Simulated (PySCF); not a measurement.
Working with the constants of SiGe⁺

UHF-CCSD(T) constants of SiGe⁺, ⁴Σ⁻ (quartet), unpaired electrons σ ↑, π ↑↑ (basis Si def2-TZVPPD, Ge def2-TZVPPD; no relativity; PySCF 2.14; masses 27.9769 and 73.9212 u):

```
ωe             : 376.4 cm⁻¹
ωexe           : 1.61 cm⁻¹
Be             : 0.15177 cm⁻¹
αe             : 0.000829 cm⁻¹
De to Si + Ge⁺ : 3.16 eV
```

What force constant and bond length do these constants imply?

Reduced mass μred = 20.296 u; k = 5.8918×10⁻⁷·μred·ωe² (u, cm⁻¹, mdyn/Å) = 1.69 mdyn/Å; Re = √(16.8576/(μred·Be)) (u, cm⁻¹, Å) = 2.339 Å.

Estimate the centrifugal constant D from the Kratzer relation and find the Dunham coefficient a1.

D = 4Be³/ωe² = 9.87e-08 cm⁻¹; a1 = −1 − αeωe/(6Be²) = -3.26.

Correlated steps freeze 14 core orbitals. Spin–orbit coupling is left out. For an ion De counts to the pair picked by the measured ionisation energies or electron affinities, which need not be the lowest pair at this level. The state was picked by a PBE0 search and need not be the measured ground state.
